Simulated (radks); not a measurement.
I I, configuration [Kr] 4d10 5s2 5p5. All-electron calculation, scalar-relativistic Kohn-Sham, BLYP, spin-unpolarised, spherical densities, point nucleus. Program: a radial shooting solver on a logarithmic mesh with Libxc functionals.

X-ray form factor f0, the Fourier transform of the density (f0(0) = 53):

sin(theta)/lambda (1/angstrom)  f0 (electrons)
0.05                                    51.908
0.1                                     49.145
0.15                                    45.722
0.2                                     42.370
0.25                                    39.357
0.3                                     36.682
0.4                                     32.061
0.5                                     28.134
0.6                                     24.857
0.8                                     20.196
1                                       17.274
1.25                                    14.544
1.5                                     12.096
2                                        8.222
